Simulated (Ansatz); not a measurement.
`O[SiH](F)F` → `OF` + `F[SiH]` at 500 K and 1 bar (silylene formation by 1,1-elimination).

Isolated molecules relaxed with PBE0-D4/def2-TZVP in Ansatz; ΔE leaves out vibrations. CCSD(T)/CBS adds triple-zeta CCSD(T) − MP2 to the extrapolated MP2 energy (def2 sets, frozen cores). This one scheme is used for every species. Each species was taken in one conformer, which may not be the lowest.

```csv
species,CCSD(T)/CBS energy (Eh),H − E (kJ/mol),S (J/(mol·K))
`O[SiH](F)F`,-565.23707,109.1,341.1
`OF`,-175.42775,54.9,245.3
`F[SiH]`,-389.46371,40.7,260.3
```

H − E and S are ideal-gas, rigid-rotor, harmonic terms from PBE0-D4/def2-TZVP, for one conformer and one mirror image of each species. 1 Eh = 2625.50 kJ/mol, R = 8.31446 J/(mol·K).

**Question.** By hand: ΔE, ΔH, ΔS and ΔG.

**Answer.** ΔE = (-175.42775) + (-389.46371) − (-565.23707) = 0.34561 Eh = 907.4 kJ/mol. Δ(H − E) = 54.9 + 40.7 − 109.1 = -13.5, so ΔH = 893.9 kJ/mol. ΔS = 245.3 + 260.3 − 341.1 = 164.5 J/(mol·K). ΔG = 893.9 − 500 × (164.5)/1000 = 811.6 kJ/mol.

**Question.** By hand: the equilibrium constant, and the temperature at which ΔG would vanish if ΔH and ΔS stayed fixed.

**Answer.** log₁₀ K = −ΔG/(RT ln 10) = -84.8. ΔG = 0 at ΔH/ΔS = 5434 K, far beyond where these terms or the molecules hold.

The number of gas molecules changes by +1, which sets the sign of ΔS. A doubt of 5 kJ/mol in ΔE shifts log₁₀ K by 0.5 here. Other conformers and mirror images would add mixing entropy, several J/(mol·K) or more a flexible species. These are equilibria of isolated gas molecules and say nothing of rates. Largest T1 diagnostic: 0.015 (customary marks: 0.02 for closed shells, 0.045 for open ones).
